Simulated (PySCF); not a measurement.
**Radial density of Ca⁺ (calcium, charge +1)**

M06-2X, [Ar] 4p1, 2P determinant (an excited configuration). Computed with PySCF 2.14 in x2c-TZVPPall with one added diffuse shell each of s, p, d type (7s6p4d, 45 functions), with the spin-free X2C one-electron Hamiltonian (Gaussian nucleus).

| r (bohr) | 4πr²ρ (e/bohr) | 4πr²(ρα − ρβ) |
| --- | --- | --- |
| 0.00149 | 0.1756 | 0.0000 |
| 0.00250 | 0.4527 | 0.0000 |
| 0.00421 | 1.148 | 0.0000 |
| 0.00708 | 2.790 | 0.0001 |
| 0.0119 | 6.307 | 0.0001 |
| 0.0200 | 12.56 | 0.0003 |
| 0.0337 | 20.31 | 0.0008 |
| 0.0567 | 23.46 | 0.0026 |
| 0.0954 | 18.51 | 0.0089 |
| 0.160 | 19.03 | 0.0202 |
| 0.270 | 24.54 | 0.0155 |
| 0.454 | 11.70 | 0.0018 |
| 0.763 | 6.488 | 0.0634 |
| 1.28 | 6.426 | 0.0227 |
| 2.16 | 1.119 | 0.0513 |
| 3.63 | 0.3092 | 0.2895 |
| 6.11 | 0.1043 | 0.1043 |
| 10.3 | 0.002316 | 0.0023 |

Densities and radii are taken from the X2C orbitals without a picture-change correction, which distorts them close to the nucleus.
